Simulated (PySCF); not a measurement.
**Ir²⁺: excitation energy**

Ir²⁺ [Xe] 4f14 5d7 (4F) → Ir²⁺ [Xe] 4f14 5d6 6s1 (6D), as a difference of total energies. All numbers are calculated (PySCF 2.14, scalar relativity through the core potential, in def2-TZVPPD with the def2 core potential (60 electrons)). Correlated levels: valence and next inner shell: nothing frozen outside the core potential. The calculations carry no spin-orbit coupling.

```tsv
method	excitation energy (cm⁻¹)
UHF	11574
MP2 (valence and next inner shell)	11804
SCS-MP2 (valence and next inner shell)	14739
CCSD (valence and next inner shell)	13211
CCSD(T) (valence and next inner shell)	13400
```
